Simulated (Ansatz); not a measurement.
Reaction (redistribution): `[F][Ga]([Br])[Br]` + `[OH][GeH2][O][SiH3]` → `[OH][Ga]([Br])[Br]` + `[F][GeH2][O][SiH3]`

Program: Ansatz. Geometries: PBE0-D4/def2-TZVP. ΔE: electronic, gas phase. CBS: MP2 limit from def2 TZ/QZ plus the TZ coupled-cluster correction, frozen cores. DFT in def2-TZVPP. For Br, Ga, Ge outer-core shells are correlated without core-valence functions, which leaves a few kJ/mol of doubt a bond. Scalar relativity is left out up to krypton. One conformer a species, not always the lowest.

`[F][Ga]([Br])[Br]`:

Cartesian coordinates in Å:
```
F -1.415 1.109 0.328
Ga -0.070 0.055 0.016
Br 1.093 0.370 -1.883
Br 0.393 -1.534 1.539
```

`[OH][GeH2][O][SiH3]`:

Z-matrix (Å, degrees):
```
Ge
O 1 1.769
O 1 1.771 2 108.9
H 1 1.530 2 110.0 3 -114.4
H 1 1.534 2 105.0 3 119.8
Si 2 1.638 1 134.0 3 55.1
H 3 0.960 1 113.2 2 67.9
H 6 1.490 2 110.9 1 36.0
H 6 1.487 2 110.9 1 -84.7
H 6 1.485 2 108.1 1 155.8
```

`[OH][Ga]([Br])[Br]`:

```xyz
5

O     0.575   -0.264    1.292
Ga   -0.227   -0.128   -0.277
Br    0.087    1.713   -1.568
Br   -1.556   -1.821   -0.948
H     1.121    0.500    1.500
```

`[F][GeH2][O][SiH3]`:

```xyz
9

F    -0.262   -2.338   -0.268
Ge   -1.060   -0.887   -0.785
O    -0.531    0.383    0.300
Si    0.919    0.988    0.777
H    -2.560   -1.083   -0.575
H    -0.570   -0.612   -2.211
H     1.432    0.249    1.957
H     1.912    0.886   -0.328
H     0.720    2.415    1.133
```

```tsv
level	ΔE (kJ/mol)	difference from CCSD(T)/CBS
PBE-D4	-10.8	1.9
r2SCAN-D4	-11.2	1.5
PBE0-D4	-10.6	2.1
ωB97X-V	-10.8	1.9
B2PLYP	-11.6	1.1
SCS-MP2/def2-TZVPP	-11.9	0.8
CCSD/def2-TZVPP	-11.1	1.6
CCSD(T)/def2-TZVPP	-11.2	1.5
MP2/def2-QZVPP	-13.1	-0.4
MP2/CBS(def2)	-13.6	-0.9
CCSD(T)/CBS	-12.7	0
```

Largest T1 diagnostic among the species: 0.012.
